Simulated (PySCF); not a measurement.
## ReCl3, quintet: molecular constants

Computed with UB3LYP in PySCF with Re def2-SVP with ECP60, Cl def2-SVP; scalar-relativistic core potentials, no spin–orbit coupling; density-fitted integrals.

The structure is a minimum.

Z-matrix (Å, degrees; charge 0 multiplicity 5):
```
Re
Cl 1 2.2906
Cl 1 2.2955 2 132.52
Cl 1 2.2906 2 94.96 3 180.00
```

```
Point group                                                                   : C2v
Bond lengths                                                                  : Re–Cl 2.291 Å (×2), Re–Cl 2.296 Å
Bond angles                                                                   : Cl–Re–Cl 95.0°, Cl–Re–Cl 132.5° (×2)
Highest occupied level (α)                                                    : -6.63 eV
Spin squared ⟨S²⟩                                                             : 6.016
Principal polarisabilities                                                    : 41.7, 68.5, 88.1 bohr³
Zero-point energy                                                             : 8.4 kJ/mol
Rotational symmetry number                                                    : 2
Heat capacity Cp at 298.15 K                                                  : 76.8 J/(mol K)
Principal quadrupole moments (Buckingham, traceless) about the centre of mass : -4.79, -0.67, 5.46 D Å
Rotational constants                                                          : 0.08457, 0.04828, 0.03073 cm⁻¹
Lowest empty level (β)                                                        : -4.24 eV
Entropy at 298.15 K and 1 bar (electronic part: spin only)                    : 370.6 J/(mol K)
Dipole moment                                                                 : 0.77 D
Enthalpy at 298.15 K above 0 K                                                : 18.53 kJ/mol
Atomisation energy without zero-point energy                                  : 1003 kJ/mol
```

Harmonic modes (masses in u: Re 186.956, Cl 34.969):
```json
{"symmetry": "b2", "ω (cm⁻¹)": "48", "IR (km/mol)": "0.4", "μ (u)": "40.33", "type": "bend"}
{"symmetry": "b1", "ω (cm⁻¹)": "80", "IR (km/mol)": "4.1", "μ (u)": "49.13", "type": "bend"}
{"symmetry": "a1", "ω (cm⁻¹)": "128", "IR (km/mol)": "0.4", "μ (u)": "37.87", "type": "bend"}
{"symmetry": "a1", "ω (cm⁻¹)": "370", "IR (km/mol)": "20.5", "μ (u)": "36.23", "type": "stretch"}
{"symmetry": "b2", "ω (cm⁻¹)": "381", "IR (km/mol)": "35.8", "μ (u)": "41.47", "type": "stretch"}
{"symmetry": "a1", "ω (cm⁻¹)": "392", "IR (km/mol)": "69.3", "μ (u)": "42.68", "type": "stretch"}
```

In C2v the vibrations span 2b2 + b1 + 3a1. Here b1 is antisymmetric to the molecular plane and b2 lies in it.

Charges (e):
| atom | Mulliken | Löwdin | polar tensor | spin (Mulliken) | Mayer order to Re1 |
| --- | --- | --- | --- | --- | --- |
| Re1 | 0.63 | -0.34 | 1.34 | 3.57 | – |
| Cl2,4 | -0.20 | 0.12 | -0.42 | 0.16 | 1.21 |
| Cl3 | -0.24 | 0.09 | -0.50 | 0.11 | 1.18 |

Mulliken populations on Re1 (electrons outside its core potential): s 2.65, p 6.37, d 5.30, f 0.04.

Outer orbital energies (eV). α occupied: -10.04, -9.73, -9.70, -8.99, -8.82, -7.74, -7.39, -6.63; empty: -3.74, -0.53, -0.36, 1.21. β occupied: -11.09, -10.49, -9.84, -9.82, -9.63, -9.34, -9.34, -8.70; empty: -4.24, -3.68, -3.54, -3.13.

Formally Re is in oxidation state +3, d4, with 4 unpaired electrons (the high-spin count). The Mulliken spin on Re is 3.57. The polar-tensor charge on Re, 1.34, is far below the formal one.

Only a few start shapes were tried, so a lower isomer may exist. With open d or f shells other occupations or spin states may lie lower. With an element this heavy the missing spin–orbit coupling can shift these numbers.

The final relaxation and frequency run took 2.7 min on 4 threads of a shared Intel Xeon @ 2.50GHz (Skylake/Cascade Lake) host, with 86 basis functions and 14 gradients; the process peaked at 1.1 GiB. Launch command: `OMP_NUM_THREADS=4 python axn.py task.json out`.
